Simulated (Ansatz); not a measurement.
The same path of BFH2O + H4OSi (11 atoms, charge 0, multiplicity 1) was run twice with different band settings. Lost on the way: B1–H2, O6–H11. Made: B1–O6, H2–H11.

The calculation used RHF/6-31G* in Ansatz 0.2.0.

Relaxed end points:

```xyz
11
Properties=species:S:1:pos:R:3
B 0.000 -0.505 -0.188
H -0.628 -1.335 0.387
F 1.300 -0.421 0.031
O -0.521 0.290 -1.136
H -1.458 0.203 -1.232
O -0.407 1.147 1.958
Si 0.719 2.353 2.122
H 1.981 1.827 2.676
H 0.934 2.924 0.788
H 0.222 3.399 3.040
H -0.618 0.635 2.727
```

```xyz
11
Properties=species:S:1:pos:R:3
B 0.190 0.841 0.009
H -1.939 -2.200 2.196
F 1.374 0.697 -0.588
O -0.867 0.152 -0.459
H -0.657 -0.396 -1.202
O 0.066 1.662 1.059
Si 1.085 2.638 1.917
H 2.152 1.836 2.540
H 1.685 3.651 1.033
H 0.285 3.297 2.958
H -1.848 -1.661 1.710
```

Common settings: spring 5.0 eV/Å²; optimiser quadratic models (default); start path through a guess of the saddle point; force threshold 0.05 eV/Å; iteration limit 60; end points relaxed.

| run | movable images | climbing image |
| --- | --- | --- |
| 1 | 7 | yes |
| 2 | 4 | no |

Question: What does each run give, and how far can it be trusted?

Answer: Run 1: converged after 50 iterations, highest image 2.073 eV above the first end. Beside the main top the profile has a ripple of under 15 meV (maxima at images 3, 5, 7), which may be a very shallow well or noise. A structure lower than the last end lies on the path between it and the top, so the climb from that side starts below the end, which may itself be a saddle point or a shallow side well. Neighbouring images differ by up to 3.2 eV, so the band resolves the path poorly. A vibrational analysis at the climbing image gives one clearly imaginary mode, 2027i cm⁻¹: a first-order saddle point.
Run 2: converged after 54 iterations, highest image 0.000 eV above the first end. The highest image is an end point: on this band no image between the ends rises above it. Between wells the path still climbs a hump at image 2, 0.00 eV above the well before it.
The orbitals stay closed-shell, which can raise the energy where a bond breaks towards radicals; this wasn't checked here.
